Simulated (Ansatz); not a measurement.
```xyz
16

B    -0.698   -0.756    1.276
C     0.044   -0.111    0.071
C    -0.970    1.030   -0.204
C     0.143   -0.996   -1.167
C     1.400    0.499    0.407
H    -1.548   -1.582    1.094
H    -0.509   -0.354    2.390
H    -0.605    1.622   -1.051
H    -1.075    1.707    0.648
H    -1.960    0.651   -0.471
H     0.510   -0.426   -2.028
H     0.836   -1.827   -1.005
H    -0.828   -1.422   -1.433
H     2.139   -0.277    0.628
H     1.784    1.087   -0.435
H     1.338    1.156    1.277
```

Total charge 0; spin multiplicity 1.

**Question.** List the CAM-B3LYP/def2-TZVPP orbital energies in eV (the Gaussian-basis code of Ansatz). (Estimate.)

**Answer.** Computed: Occupied: -278.78, -278.54, -278.38, -278.38, -185.44, -24.34, -20.97, -20.79, -17.64, -15.40, -14.02, -13.75, -13.38, -12.50, -12.45, -11.77, -11.04, -10.84, -10.36, -9.53. Lowest empty: -0.07, 1.87, 3.11, 3.13, 3.31, 3.59, 3.62, 3.68.
